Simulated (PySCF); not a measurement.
Al(OH)4 (AlH4O4), SMILES [OH][Al-]([OH])([OH])[OH], charge -1. Heavy atoms are numbered as in [Al-:1]([OH:2])([OH:4])([OH:6])[OH:8]. Hydrogens are named by the atom that carries them.

The structure is a stationary point at B3LYP-D3(BJ)/def2-SVPD. The isomer is the one that the SMILES or the coordinates give; other isomers of the formula were not compared. The values are those of a single conformer.

Calculation: PBE0/pcSseg-1 in PySCF.

GIAO shieldings, no solvent; atoms alike by connectivity are averaged. δ = σ(ref) − σ: ¹⁷O against H2O (σ = 334.2 ppm); ¹H against TMS (σ = 31.56 ppm), references at their B3LYP-D3(BJ)/def2-TZVP geometries, non-relativistic.

Question: Estimate the chemical shifts. (An estimate is asked for; the answer gives what the named calculation found.)

Answer: 
| nucleus | atoms | count | δ (ppm) |
|---|---|---|---|
| ¹⁷O | O2 (OH) | 4 | 5.3 |
| ¹H | H on O2 | 4 | -0.90 |
